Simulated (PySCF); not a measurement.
## Si2HNF6

The system: Si2HNF6, a molecule drawn as a unit of a network glass or zeolite (built as: Si Si, F ends, N bridges); neutral, singlet. The structure, one conformer, was relaxed in the gas phase by PBE0-D3(BJ)/def2-SVP. No frequency run checks that it is a minimum.

SMILES: F[Si](F)(F)N[Si](F)(F)F

Coordinates in Å:
```
F1      2.736   -0.562   -0.468
Si2     1.531    0.143    0.303
F3      1.723    1.725    0.247
F4      1.594   -0.260    1.845
N5      0.080   -0.353   -0.436
Si6    -1.545    0.024   -0.095
F7     -1.898   -0.225    1.440
F8     -2.465   -0.902   -1.010
F9     -1.900    1.549   -0.398
H10     0.205   -1.013   -1.202
```

Shieldings: GIAO PBE0/pcSseg-1. Shifts are against computed references at the same level: H TMS (σ 31.27 ppm), Si TMS (σ 352.0 ppm). Core levels by delta-SCF with SCAN, pcX-2 on the ionised atom and pcseg-1 elsewhere, spin-free X2C (2p3/2 is the spin-free 2p value less a third of a first-order spin-orbit splitting); from the vacuum level, for chosen atoms.

(1) Give the shieldings and core levels atom by atom.

(2) By CAM-B3LYP/def2-SVPD (TDDFT singlets, Tamm-Dancoff triplets, ionisation by delta-SCF), where does absorption start, and what does vertical ionisation take?

## Answers

(1) 
```csv
atoms,bonded to,σ (ppm),δ (ppm),core level (eV)
F1 F8,1 Si,332.9,-,1s 694.05
Si2,3 F + 1 N,430.8,-78.8,-
F3,1 Si,320.6,-,-
F4,1 Si,320.2,-,-
N5,2 Si + 1 H,235.2,-,1s 406.56
Si6,3 F + 1 N,430.8,-78.8,2p3/2 111.08
F7,1 Si,321.7,-,1s 693.89
F9,1 Si,319.6,-,1s 693.85
H10,1 N,29.62,1.65,-
```

Values are those of this one static structure; atoms that internal rotation interchanges would show their mean in an NMR spectrum.

(2) The lowest singlet lies at 7.95 eV (f 0.031), the strongest of the first 6 at 10.49 eV (f 0.229), the lowest triplet at 7.49 eV; vertical ionisation takes 12.50 eV.
